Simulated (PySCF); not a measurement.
**`InChI=1S/C7H13N/c1-3-7(2)5-4-6-8/h1,4-6,8H2,2H3`**

Molfile (atoms numbered from 1):
```
C7H13N
     RDKit          3D

 21 20  0  0  0  0  0  0  0  0999 V2000
   -2.6801    2.3516   -0.1775 C   0  0  0  0  0  0  0  0  0  0  0  0
   -2.0840    1.2052   -0.0904 C   0  0  0  0  0  0  0  0  0  0  0  0
   -1.4813    0.0556   -0.0179 C   0  0  0  0  0  0  0  0  0  0  0  0
   -2.0819   -1.1118    0.7154 C   0  0  0  0  0  0  0  0  0  0  0  0
   -0.1337   -0.1622   -0.6617 C   0  0  0  0  0  0  0  0  0  0  0  0
    0.9835   -0.2832    0.3772 C   0  0  0  0  0  0  0  0  0  0  0  0
    2.3550   -0.4113   -0.2816 C   0  0  0  0  0  0  0  0  0  0  0  0
    3.3630   -0.6857    0.7311 N   0  0  0  0  0  0  0  0  0  0  0  0
   -3.3612    2.5811   -0.9828 H   0  0  0  0  0  0  0  0  0  0  0  0
   -2.5274    3.1309    0.5534 H   0  0  0  0  0  0  0  0  0  0  0  0
   -1.4746   -1.3672    1.5826 H   0  0  0  0  0  0  0  0  0  0  0  0
   -2.1221   -1.9826    0.0620 H   0  0  0  0  0  0  0  0  0  0  0  0
   -3.0879   -0.8769    1.0530 H   0  0  0  0  0  0  0  0  0  0  0  0
   -0.1647   -1.0769   -1.2600 H   0  0  0  0  0  0  0  0  0  0  0  0
    0.0870    0.6743   -1.3289 H   0  0  0  0  0  0  0  0  0  0  0  0
    0.8254   -1.1623    1.0023 H   0  0  0  0  0  0  0  0  0  0  0  0
    0.9739    0.5977    1.0246 H   0  0  0  0  0  0  0  0  0  0  0  0
    2.5625    0.5010   -0.8685 H   0  0  0  0  0  0  0  0  0  0  0  0
    2.3505   -1.2587   -0.9744 H   0  0  0  0  0  0  0  0  0  0  0  0
    4.2777   -0.7850    0.3044 H   0  0  0  0  0  0  0  0  0  0  0  0
    3.4117    0.0834    1.3918 H   0  0  0  0  0  0  0  0  0  0  0  0
  1  2  2  0
  2  3  2  0
  3  4  1  0
  3  5  1  0
  5  6  1  0
  6  7  1  0
  7  8  1  0
  1  9  1  0
  1 10  1  0
  4 11  1  0
  4 12  1  0
  4 13  1  0
  5 14  1  0
  5 15  1  0
  6 16  1  0
  6 17  1  0
  7 18  1  0
  7 19  1  0
  8 20  1  0
  8 21  1  0
M  END
```

Computed with quadratic response B3LYP/def2-SVPD first hyperpolarisability, Taylor convention, gas phase (PySCF). Geometry: GFN2-xTB.

Give the tensor of the static β(0;0,0) in the axes of these coordinates.

In au, Taylor convention; rows are the first index (the induced dipole):
|  | xx | yy | zz | xy | xz | yz |
| --- | --- | --- | --- | --- | --- | --- |
| x | +58.8 | +39.6 | +8.0 | -49.3 | +11.2 | -21.9 |
| y | -49.3 | -29.4 | -13.1 | +39.6 | -21.9 | +14.5 |
| z | +11.2 | +14.5 | +19.4 | -21.9 | +8.0 | -13.1 |

Norm of βᵢ = ⅓ Σⱼ (βᵢⱼⱼ + βⱼᵢⱼ + βⱼⱼᵢ): 147.6 au, hyper-Rayleigh value 60.7 au.
